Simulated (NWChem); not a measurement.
System: H₃O₂ cation; SMILES [OH2+]O

Here is an NWChem input.

```
start job
memory heap 200 mb stack 900 mb global 1100 mb
charge 1
geometry units angstroms noautoz
  O     -0.001549     0.804195    -0.118734
  O      0.001097    -0.640962     0.083622
  H      0.012612     1.107991     0.829942
  H      0.809011    -0.975738    -0.403286
  H     -0.819396    -0.975496    -0.381934
end
basis spherical
  * library aug-cc-pvdz
end
dft
  xc b3lyp
  iterations 150
end
tddft
  nroots 8
end
task tddft energy
```

NWChem printed, in part:

```
             Northwest Computational Chemistry Package (NWChem) 7.3.0
             --------------------------------------------------------

 C1  symmetry detected

                             Geometry "geometry" -> ""
                             -------------------------

 Output coordinates in angstroms (scale by  1.889725989 to convert to a.u.)

  No.       Tag          Charge          X              Y              Z
 ---- ---------------- ---------- -------------- -------------- --------------
    1 O                    8.0000    -0.00505133     0.78311460    -0.07854480
    2 O                    8.0000     0.00448360    -0.66828786     0.07236475
    3 H                    1.0000     0.05628261     1.05321448     0.87841021
    4 H                    1.0000     0.78682635    -0.98595784    -0.46513409
    5 H                    1.0000    -0.83856713    -0.98587057    -0.36383571

 Effective nuclear repulsion energy (a.u.)      43.1674818268

                                 NWChem DFT Module
                                 -----------------

 Summary of "ao basis" -> "ao basis" (spherical)
 ------------------------------------------------------------------------------
       Tag                 Description            Shells   Functions and Types
 ---------------- ------------------------------  ------  ---------------------
 O                        aug-cc-pvdz                9       23   4s3p2d
 H                        aug-cc-pvdz                5        9   3s2p

            General Information
            -------------------
          SCF calculation type: DFT
          Wavefunction type:  closed shell.
          No. of atoms     :     5
          No. of electrons :    18
           Alpha electrons :     9
            Beta electrons :     9
          Charge           :     1
          Spin multiplicity:     1
          Use of symmetry is: off; symmetry adaption is: off
          Maximum number of iterations: 150
          AO basis - number of functions:    73
                     number of shells:    33
          Convergence on energy requested:  1.00D-06
          Convergence on density requested:  1.00D-05
          Convergence on gradient requested:  5.00D-04

[...]

                                NWChem TDDFT Module
                                -------------------

            General Information
            -------------------
           No. of orbitals :     146
            Alpha orbitals :      73
             Beta orbitals :      73
        Alpha frozen cores :       0
         Beta frozen cores :       0
     Alpha frozen virtuals :       0
      Beta frozen virtuals :       0
         Spin multiplicity :       1
    Number of AO functions :      73
        Use of symmetry is : off
      Symmetry adaption is : off
         Schwarz screening :  0.10D-07

              XC Information
              --------------
                  B3LYP Method XC Potential
              Hartree-Fock (Exact) Exchange   0.20
                 Slater Exchange Functional   0.80 local
             Becke 1988 Exchange Functional   0.72 non-local
       Lee-Yang-Parr Correlation Functional   0.81
           VWN I RPA Correlation Functional   0.19 local

             TDDFT Information
             -----------------
          Calculation type : TDDFT
         Wavefunction type : Restricted singlets & triplets
          No. of electrons :      18
           Alpha electrons :       9
            Beta electrons :       9
              No. of roots :       8
          Max subspacesize :    5600
            Max iterations :     100
               Target root :       1
           Target symmetry : none
      Symmetry restriction : off
                 Algorithm : Optimal
        Davidson threshold :  0.10D-03

    8 smallest eigenvalue differences (eV)
--------------------------------------------------------
  No. Spin  Occ  Vir  Irrep   E(Occ)    E(Vir)   E(Diff)
--------------------------------------------------------
    1    1    9   10 a        -0.630    -0.340     7.871
    2    1    8   10 a        -0.684    -0.340     9.360
    3    1    9   11 a        -0.630    -0.261    10.045
    4    1    8   11 a        -0.684    -0.261    11.534
    5    1    9   12 a        -0.630    -0.194    11.854
    6    1    9   13 a        -0.630    -0.186    12.068
    7    1    7   10 a        -0.823    -0.340    13.144
    8    1    8   12 a        -0.684    -0.194    13.343
--------------------------------------------------------

  Entering Davidson iterations
  Restricted singlet excited states

  Iter   NTrls   NConv    DeltaV     DeltaE      Time
  ----  ------  ------  ---------  ---------  ---------
    1      8       0     0.36E+00   0.10+100        5.7
    2     24       0     0.87E-01   0.29E-01        9.7
    3     40       0     0.14E-01   0.15E-02        9.7
    4     56       0     0.54E-02   0.62E-04        8.6
    5     72       1     0.19E-02   0.92E-05        6.2
    6     86       2     0.68E-03   0.81E-06        5.5
    7     98       6     0.26E-03   0.79E-07        6.6
    8    102       8     0.92E-04   0.75E-08        3.9
  ----  ------  ------  ---------  ---------  ---------
  Convergence criterion met

  Ground state a        -151.840544169118 a.u.

  ----------------------------------------------------------------------------
  Root   1 singlet a              0.202639649 a.u.                5.5141 eV
  ----------------------------------------------------------------------------
     Transition Moments    X -0.05777   Y -0.00019   Z  0.00372
     Dipole Oscillator Strength                    0.0004527185
     Electric Quadrupole                           0.0000000002
     Magnetic Dipole                               0.0000007624
     Total Oscillator Strength                     0.0004534811

[...]
```

Level: B3LYP/aug-cc-pVDZ, full TDDFT. Coordinates come from a PBE-D3(BJ)/def2-SVP optimisation.
